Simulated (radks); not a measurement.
Rh+, configuration [Kr] 4d7 5p1 (not the ground configuration). Calculated with a radial shooting solver on a logarithmic mesh with Libxc functionals: Dirac Kohn-Sham, LDA (Slater exchange, Perdew-Wang correlation), spin-unpolarised, spherical densities, point nucleus; open shells are shared between the two j in proportion to 2j + 1.

Unscreened Slater integrals over Kohn-Sham orbitals (hartree). Large and small components are both included. Empty in this configuration: 5s1/2.

| integral | value |
|---|---|
| F0(5p3/2,5p3/2) | 0.25281 |
| F2(5p3/2,5p3/2) | 0.13530 |
| F0(5p3/2,5p1/2) | 0.25628 |
| G2(5p3/2,5p1/2) | 0.13680 |
| F0(5p3/2,4d5/2) | 0.31641 |
| F2(5p3/2,4d5/2) | 0.088920 |
| G1(5p3/2,4d5/2) | 0.039852 |
| G3(5p3/2,4d5/2) | 0.032045 |
| F0(5p3/2,4d3/2) | 0.31684 |
| F2(5p3/2,4d3/2) | 0.087855 |
| G1(5p3/2,4d3/2) | 0.038345 |
| G3(5p3/2,4d3/2) | 0.031091 |
| F0(5p3/2,5s1/2) | 0.27997 |
| G1(5p3/2,5s1/2) | 0.17649 |
| F0(5p1/2,5p1/2) | 0.25994 |
| F0(5p1/2,4d5/2) | 0.32451 |
| G3(5p1/2,4d5/2) | 0.035288 |
| F0(5p1/2,4d3/2) | 0.32497 |
| G1(5p1/2,4d3/2) | 0.043079 |
| F0(5p1/2,5s1/2) | 0.28511 |
| G1(5p1/2,5s1/2) | 0.18463 |
| F0(4d5/2,4d5/2) | 0.61612 |
| F2(4d5/2,4d5/2) | 0.30357 |
| F4(4d5/2,4d5/2) | 0.19711 |
| F0(4d5/2,4d3/2) | 0.61986 |
| F2(4d5/2,4d3/2) | 0.30546 |
| G2(4d5/2,4d3/2) | 0.30533 |
| G4(4d5/2,4d3/2) | 0.19830 |
| F0(4d5/2,5s1/2) | 0.38898 |
| G2(4d5/2,5s1/2) | 0.072581 |
| F0(4d3/2,4d3/2) | 0.62366 |
| F2(4d3/2,4d3/2) | 0.30744 |
| F0(4d3/2,5s1/2) | 0.38978 |
| G2(4d3/2,5s1/2) | 0.070574 |
| F0(5s1/2,5s1/2) | 0.32181 |
